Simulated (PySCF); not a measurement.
**Relaxation of singlet SnSCl₂**

Computed with PBE0/[Sn def2-TZVP with ECP28, S def2-TZVP, Cl def2-TZVP], scalar-relativistic core potentials, density fitting, no spin–orbit coupling, PySCF. A (50,194) grid was used.

A hand-made T-shaped (ligand arrangement 2) start, of C2v symmetry, held to at least that symmetry:

Coordinates in bohr (charge 0 multiplicity 1):
```
Sn    0.0000    0.0000   -0.6598
S     0.0000    0.0000    3.5731
Cl    4.5136    0.0000   -0.5022
Cl   -4.5136    0.0000   -0.5022
```

Optimiser trace:
| step | E − E(last) (kJ/mol) | largest gradient (Eh/bohr) |
| --- | --- | --- |
| 0 | 286.85 | 0.05579 |
| 1 | 192.50 | 0.03395 |
| 2 | 106.57 | 0.02438 |
| 3 | 55.61 | 0.02654 |
| 4 | 22.07 | 0.01911 |
| 5 | 3.20 | 0.00588 |
| 6 | 0.18 | 0.00594 |
| 7 | 0.04 | 0.00245 |
| 8 | 0.00 | 0.00004 |

It ends at C2v with Sn–Cl 2.300 Å (×2), Sn–S 2.191 Å; Cl–Sn–Cl 102.1°, Cl–Sn–S 129.0° (×2) (after a last refinement on a finer grid). A frequency run shows a minimum. Other isomers or separated fragments may lie lower.

The relaxation took of the order of 5 core-minutes on a shared host.
